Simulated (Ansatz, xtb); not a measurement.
**A geometry optimisation of C3HSn with r2SCAN-D4/def2-SVP**

The starting geometry of this gas-phase doublet was built from a drawn formula by distance geometry and a force field; its bonds are those of `[C]=C[C]#[Sn]`.

```
atom   x (Å)   y (Å)    z (Å)
   C  0.0009  3.3301  -0.0552
   C  0.2892  3.0638   1.2062
   C  0.9122  1.8632   1.6222
  Sn  1.6882  0.3006   2.0617
   H  0.0436  3.8477   1.9766
```

Problem. Where would you expect an optimisation with r2SCAN-D4/def2-SVP to take it?

Solution. A new bond forms, giving a structure given below by its coordinates. Distances that change by over a tenth: C3–Sn4 (1.80 → 2.12 Å). Contacts that close: C1–C3 (2.41 → 1.47 Å).

The energy falls by 2.50 eV over 14 steps:

| step | E − E(last) (eV) |
| --- | --- |
| 1 | 2.496 |
| 2 | 1.930 |
| 4 | 1.073 |
| 5 | 0.585 |
| 7 | 0.058 |
| 8 | 0.037 |
| 10 | 0.005 |
| 11 | 0.001 |
| 13 | 0.000 |
| 14 | 0.000 |

Final geometry (Å):

```tsv
atom	x (Å)	y (Å)	z (Å)
C	0.2386	2.8294	0.0823
C	0.2385	3.2584	1.3912
C	0.7722	2.0116	1.1764
Sn	1.6779	0.2906	2.0187
H	0.0069	4.0154	2.1429
```

From the same start GFN2-xTB reaches the same bonding as this run.

No frequencies were run, so the end isn't proven a minimum. Open shells are spin-unrestricted. Atoms past krypton carry core potentials, without spin–orbit terms. Run with Ansatz 0.2.0, 2.8 min on 1 thread of AMD EPYC (Zen 3), on a shared host.
